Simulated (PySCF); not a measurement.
# Zinc: highly charged ions in a basis for the neutral atom

Zn⁸⁺ [Ar] 3d4, Zn⁹⁺ [Ar] 3d3. Calculation: PySCF 2.14, in x2c-SVPall; the spin-free X2C one-electron Hamiltonian (Gaussian nucleus). No spin-orbit coupling, so a gap to NIST mixes the basis error with missing relativistic terms.

Changed run: basis of the neutral atom used for a highly charged ion. This setting is unsound on purpose.

```tsv
species	method	sound run (hartree)	changed run (hartree)	converged
Zn⁸⁺	UHF	not run	-1770.42090	yes
Zn⁸⁺	PBE0	not run	-1771.22443	yes
Zn⁸⁺	BP86	not run	-1771.66728	yes
Zn⁹⁺	UHF	not run	-1762.49227	yes
Zn⁹⁺	PBE0	not run	-1763.25097	yes
Zn⁹⁺	BP86	not run	-1763.69587	yes
```

Ionisation energy of Zn⁸⁺:

```tsv
method	changed run (eV)	NIST (eV)
UHF	215.75	203 ± 2
PBE0	216.97	203 ± 2
BP86	216.91	203 ± 2
```

The contracted functions were made for the neutral atom and can be too rigid for a highly charged ion.
